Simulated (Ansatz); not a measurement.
One change: `C[O][Al]([NH2])[SH]` becomes `[NH2][Al]([SH])[O][SiH3]`.

Ansatz, PBE0-D4/def2-TZVP geometries, multiplicity 1. Each molecule was computed in one conformer, which needn't be the lowest.

```csv
property,`C[O][Al]([NH2])[SH]`
HOMO energy (PBE0/def2-TZVPP) / eV,-7.28
HOMO energy (PBE/def2-TZVPP) / eV,-5.92
"ideal-gas entropy at 298 K and 1 bar (rigid rotor, harmonic PBE0-D4/def2-TZVP) / J/(mol·K)",393
HOMO–LUMO gap (PBE/def2-TZVPP) / eV,4.99
size of the dipole moment (PBE/def2-TZVPP) / D,0.96
HOMO–LUMO gap (B3LYP/def2-TZVPP) / eV,6.63
```

Q: Give the same properties after the change, and the shifts. (An estimate is asked.)

A: Computed: 
```
                                                                                  property  `[NH2][Al]([SH])[O][SiH3]`  shift
                                                        HOMO energy (PBE0/def2-TZVPP) / eV                       -7.42  -0.14
                                                         HOMO energy (PBE/def2-TZVPP) / eV                       -6.10  -0.18
ideal-gas entropy at 298 K and 1 bar (rigid rotor, harmonic PBE0-D4/def2-TZVP) / J/(mol·K)                         414     21
                                                       HOMO–LUMO gap (PBE/def2-TZVPP) / eV                        4.83  -0.16
                                            size of the dipole moment (PBE/def2-TZVPP) / D                        1.29   0.33
                                                     HOMO–LUMO gap (B3LYP/def2-TZVPP) / eV                        6.45  -0.18
```

With PBE0 the HOMO falls by 0.14 eV and the LUMO falls by 0.34 eV, so the gap narrows by about 0.20 eV. PBE moves the HOMO by -0.18 eV and ωB97M-V by -0.13 eV. Dipoles are sizes alone; their direction can turn. Modes under 60 cm⁻¹, often nearly free rotors, make the harmonic entropy too high.

Positive LUMOs are unbound, so they and the gaps depend on the basis.

B3LYP here is the variant with VWN-RPA as its local correlation; programs differ in this.
